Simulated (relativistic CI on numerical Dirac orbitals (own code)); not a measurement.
Sensitivity of the levels of W XXXII to α and to the nuclear radius

Method of calculation: Dirac-Coulomb-Breit CI, KLI orbitals optimised for each configuration, derivatives by finite differences, unscaled Slater integrals, QED left out (own radial code, finite nucleus).

CI space (outside the closed core [Ar] 3d10): 4s2.4p6.4d7, 4s2.4p5.4d8, 4s2.4p6.4d6.4f, 4s2.4p4.4d9, 4s.4p6.4d8, 4p6.4d9, 4s2.4p6.4d6.5s, 4s.4p5.4d9. Levels of other configurations are missing.

With x = (α/α₀)² − 1 an excitation energy changes as ω = ω₀ + qx; K = 2q/ω₀ is the relative enhancement. Terms are leading LS components, so labels can repeat. The field-shift factor is F = δν/δ⟨r²⟩ for the transition from the lowest level.

Lowest level 4s2.4p6.4d7 4F_9/2.

```csv
Level,ω₀ (cm⁻¹),q (cm⁻¹),K,F (GHz/fm²)
4s2.4p6.4d7 2P_3/2,35141,-5.143,-0.000293,-0.736
4s2.4p6.4d7 2D_5/2,53983,8610,0.319,0.206
4s2.4p6.4d7 4F_7/2,124188,137100,2.21,3.8
4s2.4p6.4d7 2G_9/2,151196,131400,1.74,3.8
4s2.4p6.4d7 4F_3/2,152175,138600,1.82,3.81
4s2.4p6.4d7 4P_5/2,158496,141300,1.78,4.01
4s2.4p6.4d7 4P_1/2,164054,136100,1.66,3.15
4s2.4p6.4d7 2H_11/2,179586,133300,1.48,4.2
4s2.4p6.4d7 2G_7/2,193220,141700,1.47,3.98
4s2.4p6.4d7 2F_5/2,210143,130000,1.24,3.79
4s2.4p6.4d7 2D_3/2,258758,151200,1.17,4.77
4s2.4p6.4d7 4F_5/2,274577,268200,1.95,7.29
4s2.4p6.4d7 4P_3/2,285447,261600,1.83,6.85
4s2.4p6.4d7 2P_1/2,301093,274300,1.82,6.81
4s2.4p6.4d7 2H_9/2,306689,270900,1.77,7.86
4s2.4p6.4d7 2F_7/2,316749,263800,1.67,7.33
4s2.4p6.4d7 2D_5/2,388200,269400,1.39,7.85
4s2.4p6.4d7 2D_3/2,442194,405200,1.83,10.8
4s2.4p5.4d8 4G°_11/2,1432374,183800,0.257,15.4
4s2.4p5.4d8 2D°_5/2,1447075,175900,0.243,14.3
4s2.4p5.4d8 4F°_9/2,1448950,163000,0.225,16
4s2.4p5.4d8 2F°_7/2,1464994,182400,0.249,13.7
4s2.4p5.4d8 2P°_1/2,1465734,162200,0.221,16
```

At this charge energies of transitions that change n are usually good to better than 1 %, and those within a shell (Δn = 0) to a few per cent. Terms inside the open d or f shell come out 10 to 20 % too wide with unscaled integrals.
